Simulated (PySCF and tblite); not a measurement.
Results of a calculation; reference values are marked as such.
2 diastereomers of C4H8Br2, numbered alike:

```
isomer                                         SMILES  descriptors (one enantiomer)
     A  [CH3:1][C@@H:2]([Br:3])[C@H:4]([CH3:5])[Br:6]                        2R, 4S
     B   [CH3:1][C@H:2]([Br:3])[C@H:4]([CH3:5])[Br:6]                        2S, 4S
```

Protocol: conformer search, at most 7 conformers an isomer, GFN2-xTB geometries, energies PBE0/pcSseg-1 (D3(BJ) added where defined), GIAO shieldings PBE0/pcSseg-1, weights at 298.15 K with GFN2-xTB thermal terms. Programs: PySCF with density fitting and tblite.

Q: What shifts does each isomer give (ppm)?

A: 
A: ¹H (against TMS): 4.07 (H2/H4, 2H), 1.92 (H1/H5, 6H). ¹³C (against TMS): 69.8 (C2/C4), 28.8 (C1/C5).

B: ¹H (against TMS): 4.51 (H2/H4, 2H), 1.79 (H1/H5, 6H). ¹³C (against TMS): 67.5 (C2/C4), 21.3 (C1/C5).

Q: Which carbons tell the isomers apart best?

A: C1: 28.8 in A, 21.3 in B; C2: 69.8 in A, 67.5 in B ppm.

Spin–orbit effects of the heavy atoms on shieldings are missing. At a carbon that bears Br the missing effect is some 10 ppm, beside I tens of ppm. Shifts are unscaled: against experiment ¹³C can be off by 15 ppm or more and ¹H by 0.8 ppm.
